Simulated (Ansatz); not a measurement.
`[SeH][Ti]([SeH])([SeH])[SeH]`. Charge 0, multiplicity 1. Geometry: relaxed with PBE0-D4/def2-TZVP. It is one conformer, not always the lowest.

```xyz
9

Se   -0.625   -0.891    2.387
Ti    0.003   -0.310    0.148
Se    0.621   -2.382   -0.888
Se    1.812    1.267    0.321
Se   -1.801    0.600   -1.158
H    -1.752    0.054    2.307
H     1.719   -1.697   -1.590
H     1.676    1.504   -1.129
H    -1.653    1.856   -0.398
```

Problem. What is the dipole moment at B3LYP/def2-TZVPP? (Best estimate.)

Solution. The calculation gave: 0.81 D, with components (-0.01, 0.73, -0.34) D in this frame, pointing from negative to positive charge.

Problem. And with PBE, r2SCAN, ωB97M-V? (Estimate.)

Solution. Computed: PBE 0.79 D, r2SCAN 0.91 D, ωB97M-V 0.89 D.

Problem. Give the Mulliken charges with B3LYP, PBE, ωB97M-V in def2-TZVPP. (An estimate is asked.)

Solution. Ansatz gave: 
| atom | B3LYP | PBE | ωB97M-V |
| --- | --- | --- | --- |
| Se1 | -0.10 | -0.08 | -0.07 |
| Ti2 | 0.18 | 0.08 | -0.03 |
| Se3 | -0.10 | -0.08 | -0.07 |
| Se4 | -0.11 | -0.10 | -0.09 |
| Se5 | -0.11 | -0.10 | -0.09 |
| H6 | 0.06 | 0.07 | 0.09 |
| H7 | 0.06 | 0.07 | 0.09 |
| H8 | 0.06 | 0.07 | 0.09 |
| H9 | 0.06 | 0.07 | 0.09 |

B3LYP here is the variant with VWN-RPA as its local correlation; programs differ in this.
